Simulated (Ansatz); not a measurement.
Reaction: SiO2 (SMILES O=[Si]=O) → SiO2 (parent SMILES O=[Si]=O, triplet)
Each species at its own B3LYP-D3(BJ)/def2-TZVP minimum (Ansatz, a quantum-chemistry and plane-wave program).

Total energies in hartree (Ansatz). Open shells are spin-unrestricted; no spin-orbit coupling. Correlated methods leave the cores frozen. No relativity. The T1 diagnostic of O2Si (O=[Si]=O, singlet) reaches 0.027 in the sets run. The UHF reference of O2Si (parent SMILES O=[Si]=O, triplet) is spin-contaminated (<S^2> up to 0.03 over the pure value in the sets run). The spin of O2Si (parent SMILES O=[Si]=O, triplet) was assumed, and the state is the lowest solution found for it.

```tsv
species	HF/cc-pV(T+d)Z	CCSD(T)/cc-pV(T+d)Z	HF/cc-pV(Q+d)Z	CCSD(T)/cc-pV(Q+d)Z	CCSDT(Q)/cc-pV(T+d)Z
1: SiO2 (SMILES O=[Si]=O)	-438.72600	-439.33050	-438.74122	-439.38866	-439.33341
2: SiO2 (parent SMILES O=[Si]=O, triplet)	-438.68412	-439.23490	-438.69980	-439.29133	-439.24357
```

**Question.** Work out the adiabatic triplet-singlet gap (electronic) in kcal/mol: take Hartree-Fock from cc-pV(Q+d)Z, extrapolate the CCSD(T) correlation energy as X^-3 (X = 3, 4), and add CCSDT(Q) - CCSD(T) in cc-pV(T+d)Z. 1 hartree = 627.51 kcal/mol.

**Answer.** 
Species 1: correlation (64·(-0.64744) - 27·(-0.60450))/37 = -0.67877; step -0.00291; E1 = -438.74122 + (-0.67877) + (-0.00291) = -439.42290
Species 2: correlation (64·(-0.59153) - 27·(-0.55078))/37 = -0.62127; step -0.00867; E2 = -438.69980 + (-0.62127) + (-0.00867) = -439.32974
-1·E1 +1·E2 = 0.09316 hartree = 58.5 kcal/mol.
